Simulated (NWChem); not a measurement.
# C₃H₄BrF; SMILES C(=C(\Br)F)/C

```xyz
9

C     -0.5008     2.8992     0.0000
C     -0.7615     1.4300     0.0000
C      0.1977     0.5067     0.0000
F      1.4875     0.8046     0.0000
Br    -0.1053    -1.3457     0.0000
H     -0.9513     3.3773    -0.8851
H      0.5748     3.1192     0.0000
H     -0.9513     3.3773     0.8851
H     -1.7929     1.0710     0.0000
```
Atoms are numbered in this order, from 1.

Coordinates come from a PBE0/def2-SVP optimisation.

Spin-orbit effects, on the heavy nuclei and on their neighbours, are missing.

### Question
Give the principal values of the shielding tensors (ppm) of C1, C2, C3, F4, Br5 from BHandHLYP/pcSseg-1, GIAO (NWChem), with their diamagnetic and paramagnetic parts as GIAO splits them.

### Answer
| atom | σ11 | σ22 | σ33 | isotropic | diamagnetic | paramagnetic |
|---|---|---|---|---|---|---|
| C1 | 155.3 | 175.9 | 183.2 | 171.5 | 246.5 | -75.0 |
| C2 | -40.1 | 97.4 | 139.1 | 65.5 | 256.6 | -191.2 |
| C3 | -70.8 | 50.6 | 92.7 | 24.2 | 246.8 | -222.7 |
| F4 | 209.8 | 295.7 | 312.5 | 272.7 | 475.3 | -202.6 |
| Br5 | 1425.1 | 1654.2 | 2975.5 | 2018.3 | 3121.6 | -1103.3 |
